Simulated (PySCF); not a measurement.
**Orbital picture of YSi**

r²SCAN at R = 2.666 Å; Y def2-TZVPP with ECP28, Si def2-TZVPP; scalar-relativistic core potentials (PySCF 2.14). State: ⁴Σ⁻ (quartet), unpaired electrons σ ↑, π ↑↑. Only the outer orbitals are listed, counted within each symmetry, core potentials removing the inner ones.

```json
{"spin": "α", "orbital": "2π", "occ.": "1", "ε (eV)": "-29.58", "on Y (%)": "100", "main shells (%)": "100 Y p"}
{"spin": "α", "orbital": "2π", "occ.": "1", "ε (eV)": "-29.58", "on Y (%)": "100", "main shells (%)": "100 Y p"}
{"spin": "α", "orbital": "5σ", "occ.": "1", "ε (eV)": "-29.33", "on Y (%)": "99", "main shells (%)": "99 Y p"}
{"spin": "α", "orbital": "6σ", "occ.": "1", "ε (eV)": "-11.16", "on Y (%)": "13", "main shells (%)": "86 Si s"}
{"spin": "α", "orbital": "7σ", "occ.": "1", "ε (eV)": "-5.10", "on Y (%)": "41", "main shells (%)": "53 Si p, 37 Y s"}
{"spin": "α", "orbital": "3π", "occ.": "1", "ε (eV)": "-4.88", "on Y (%)": "33", "main shells (%)": "66 Si p, 25 Y d"}
{"spin": "α", "orbital": "3π", "occ.": "1", "ε (eV)": "-4.88", "on Y (%)": "33", "main shells (%)": "66 Si p, 25 Y d"}
{"spin": "α", "orbital": "8σ", "occ.": "1", "ε (eV)": "-4.15", "on Y (%)": "86", "main shells (%)": "45 Y d, 39 Y s, 13 Si p"}
{"spin": "α", "orbital": "1δ", "occ.": "0", "ε (eV)": "-3.06", "on Y (%)": "99", "main shells (%)": "99 Y d"}
{"spin": "α", "orbital": "1δ", "occ.": "0", "ε (eV)": "-3.06", "on Y (%)": "99", "main shells (%)": "99 Y d"}
{"spin": "α", "orbital": "4π", "occ.": "0", "ε (eV)": "-2.20", "on Y (%)": "91", "main shells (%)": "54 Y d, 37 Y p"}
{"spin": "β", "orbital": "2π", "occ.": "1", "ε (eV)": "-29.17", "on Y (%)": "100", "main shells (%)": "100 Y p"}
{"spin": "β", "orbital": "2π", "occ.": "1", "ε (eV)": "-29.17", "on Y (%)": "100", "main shells (%)": "100 Y p"}
{"spin": "β", "orbital": "5σ", "occ.": "1", "ε (eV)": "-28.60", "on Y (%)": "99", "main shells (%)": "99 Y p"}
{"spin": "β", "orbital": "6σ", "occ.": "1", "ε (eV)": "-9.21", "on Y (%)": "15", "main shells (%)": "85 Si s"}
{"spin": "β", "orbital": "7σ", "occ.": "1", "ε (eV)": "-4.21", "on Y (%)": "62", "main shells (%)": "44 Y s, 34 Si p, 10 Y p"}
{"spin": "β", "orbital": "3π", "occ.": "0", "ε (eV)": "-2.98", "on Y (%)": "54", "main shells (%)": "52 Y d, 46 Si p"}
{"spin": "β", "orbital": "3π", "occ.": "0", "ε (eV)": "-2.98", "on Y (%)": "54", "main shells (%)": "52 Y d, 46 Si p"}
{"spin": "β", "orbital": "8σ", "occ.": "0", "ε (eV)": "-2.82", "on Y (%)": "74", "main shells (%)": "37 Y s, 29 Y d, 25 Si p"}
```

Which are the highest filled and the lowest empty level, where do they sit, and how wide is the gap?

Highest filled α 8σ at -4.15 eV (in %: 45 Y d, 39 Y s, 13 Si p); lowest empty α 1δ at -3.06 eV (in %: 99 Y d); the gap at r²SCAN is 1.09 eV.

| Item | Value |
| --- | --- |
| bond order (Mayer) | 2.06 |
| ⟨S²⟩ | 3.879 |
| charge on Y (Mulliken, basis-dependent) | 0.20 |
| charge on Y (Löwdin, basis-dependent) | -0.31 |
| dipole moment (positive dipole means Y(−)Si(+)) | -3.51 D |

Spin–orbit coupling is left out. With d or f electrons several states lie close, and the lowest PBE0 determinant need not be the measured ground state.
